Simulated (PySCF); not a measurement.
**How methods differ on the excitation energy of B⁺**

B⁺ [He] 2s2 (1S) → B⁺ [He] 2s1 2p1 (3P), as a difference of total energies. Computed with PySCF 2.14 in def2-TZVPPD (6s3p3d1f, 37 functions), with the non-relativistic Hamiltonian (point nucleus). Correlated levels: valence and next inner shell: nothing frozen. The calculations carry no spin-orbit coupling.

```
                                method  excitation energy (eV)  error (eV)
                                   UHF                   3.136      -1.495
    MP2 (valence and next inner shell)                   4.020      -0.611
SCS-MP2 (valence and next inner shell)                   4.270      -0.361
   CCSD (valence and next inner shell)                   4.602      -0.029
CCSD(T) (valence and next inner shell)                   4.608      -0.023
```

Reference: 4.631 eV (measured; NIST levels, between the centres of gravity of the two terms).

Errors of the correlated levels include the incompleteness of this basis.
